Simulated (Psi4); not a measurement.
Psi4 input (wB97X-D/6-311+G**):

```
memory 1500 MB

molecule {
1 2
N    -0.00000000    0.00000000   -0.00000000
H     1.02518100   -0.02305400   -0.01265800
H    -0.49240400    0.89923600    0.02450700
H    -0.53277700   -0.87618300   -0.01184900
symmetry c1
no_reorient
no_com
}

set {
  basis 6-311+G**
  reference uks
  scf_type pk
  dft_radial_points 99
  dft_spherical_points 590
  e_convergence 1e-8
  d_convergence 1e-7
  maxiter 150
}

e = energy('wb97x-d')
print_out(f'\nFINAL {e:.10f} DIPOLE {variable("CURRENT DIPOLE")[0]:.6f} {variable("CURRENT DIPOLE")[1]:.6f} {variable("CURRENT DIPOLE")[2]:.6f}\n')
```

From the output:

```
  HONO-1 :    4  A 1.9988581
  HONO-0 :    5  A 1.0000000
  LUNO+0 :    6  A 0.0011419
  LUNO+1 :    7  A 0.0003662
  LUNO+2 :    8  A 0.0003662
  LUNO+3 :    9  A 0.0000002

Computation Completed

Properties will be evaluated at   0.000000,   0.000000,   0.000000 [a0]

Properties computed using the SCF density matrix

 Multipole Moments:

 ------------------------------------------------------------------------------------
     Multipole            Electronic (a.u.)      Nuclear  (a.u.)        Total (a.u.)
 ------------------------------------------------------------------------------------

 L = 1.  Multiply by 2.5417464519 to convert [e a0] to [Debye]
 Dipole X            :          0.0000010            0.0000000            0.0000010
 Dipole Y            :         -0.0000026           -0.0000019           -0.0000045
 Dipole Z            :         -0.0000001            0.0000000           -0.0000001
 Magnitude           :                                                    0.0000046

 ------------------------------------------------------------------------------------

FINAL -56.1883891682 DIPOLE 0.000001 -0.000005 -0.000000

*** Psi4 exiting successfully. Buy a developer a beer!
```

The dipole moment of an ion depends on the origin.

The geometry given is a B3LYP-D3(BJ)/def2-TZVP minimum.
